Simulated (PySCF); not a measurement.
## GeC⁺: one state, many levels of theory

State: ⁴Σ⁻ (quartet), unpaired electrons σ ↑, π ↑↑. Set-up: PySCF, no relativity, basis sets Ge def2-SVPD, C def2-SVPD. De refers to Ge⁺ + C in their high-spin ground configurations, without counterpoise correction. The functionals are run spin-unrestricted. A positive dipole points towards C; it is taken about the centre of mass and depends on that origin.

| Level | Re (Å) | ωe (cm⁻¹) | De (eV) | μ (D) |
| --- | --- | --- | --- | --- |
| UHF | 1.889 | 774 | 2.21 | -0.10 |
| UHF-MP2 | 1.903 | 736 | 2.92 | n/a |
| UHF-SCS-MP2 | 1.902 | 737 | 2.57 | n/a |
| UHF-CCSD | 1.913 | 714 | 2.80 | n/a |
| UHF-CCSD(T) | 1.921 | 693 | 2.93 | n/a |
| PBE | 1.942 | 652 | 3.71 | -0.06 |
| PW91 | 1.940 | 654 | 3.73 | -0.04 |
| r²SCAN | 1.917 | 695 | 3.59 | 0.13 |
| PBE0 | 1.914 | 704 | 3.39 | -0.11 |
| B97-3 | 1.924 | 695 | 3.18 | -0.34 |
| HSE06 | 1.915 | 702 | 3.41 | -0.11 |
| M06-2X | 1.913 | 714 | 3.04 | -0.28 |

(1) Which functional lies closest to UHF-CCSD(T) in De, which farthest, and by how much do they differ from it?

(2) What does a quarter of exact exchange do here, going from PBE to PBE0?

(3) What does the step from GGA to meta-GGA do here, going from PBE to r²SCAN?

Correlated steps freeze 10 core orbitals. Correlated levels converge slowly with the basis: in double zeta they bind strong bonds too weakly, by up to about 1 eV, and carry superposition errors of some tenths. Spin–orbit coupling is left out. For an ion De counts to the pair picked by the measured ionisation energies or electron affinities, which need not be the lowest pair at this level. The state was picked by a PBE0 search and need not be the measured ground state.

The whole job (state search and all levels along the bond) took about 2.7 min on 1 thread of Intel Xeon 6975P-C (shared host), peak memory 0.75 GiB.

Answers

(1) Closest is M06-2X (-0.8 pm in Re, +3.0 % in ωe, +0.11 eV in De against UHF-CCSD(T) in the same basis), farthest PW91 (+1.9 pm in Re, -5.6 % in ωe, +0.80 eV in De). CCSD(T) converges more slowly with the basis than the functionals do and binds too weakly in this one, so the order can change at the basis-set limit.

(2) PBE0 less PBE: -2.8 pm in Re, +8.0 % in ωe, -0.32 eV in De. Exact exchange removes part of the self-interaction that spreads semilocal densities, and in most molecules shortens and stiffens the bond and lowers De; so it does here.

(3) r²SCAN less PBE: -2.5 pm in Re, +6.6 % in ωe, -0.12 eV in De.
